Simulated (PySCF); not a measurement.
Species: C4H5ClN3O (doublet state).
Cartesian coordinates in Å at the GFN2-xTB level; atoms count from 1:
```
atom  x, y, z in Å
C1    -2.122    0.792    0.623
O2    -1.754    0.567   -0.673
C3    -0.927   -0.525   -0.920
N4     0.395   -0.353   -0.370
C5     0.894   -0.740    0.821
N6     2.115   -0.296    0.970
C7     2.337    0.386   -0.176
Cl8    3.784    1.169   -0.502
N9     1.323    0.376   -1.011
H10   -1.606    0.297    1.425
H11   -2.624    1.726    0.767
H12   -1.347   -1.451   -0.496
H13   -0.835   -0.598   -2.007
H14    0.367   -1.348    1.528
```

The hyperfine couplings belong to this conformer and change with its torsions.

Identity: `[CH2]OCn1cnc(Cl)n1` [radical].

Method used: PySCF 2.14.0, UKS B3LYP, pcH-1 on C Cl H N O, non-relativistic, mean-field spin-orbit, GIAO. Isolated species at its GFN2-xTB geometry (one conformer only). Couplings are sensitive to structure, and on GFN2-xTB geometries they can be far from those on DFT ones. Stability of the SCF solution: not tested.

The Mulliken spin populations are largest on C1 (+0.95) and O2 (+0.11). C1 is the only atom above +0.15. The angles at C1 add up to 355.4°, so it is nearly planar; its axial dipolar tensor and the negative couplings of its protons fit spin in a p orbital normal to that plane.

(1) McConnell's relation a(H) = Q·ρ ties the coupling of a proton on a planar π carbon to the spin population of that carbon. What Q do the computed values give?

Answers

(1) 
```csv
H,C,ρ(C),a(H) (G),a/ρ (G)
H10,C1,+0.948,-16.32,-17.2
H11,C1,+0.948,-17.74,-18.7
```

These protons share one ρ (within 0.01), so their mean ratio, Q = -18.0 G, is no test of linearity. In every row coupling and population have opposite signs.

Couplings in gauss use g_iso = 2.0032.

The run took 89 s wall (grids of density and orbitals included) on an Arm Neoverse V2 with one thread, shared host with 96 logical CPUs at a one-minute load of 38, and the process peaked at 0.97 GiB of memory.
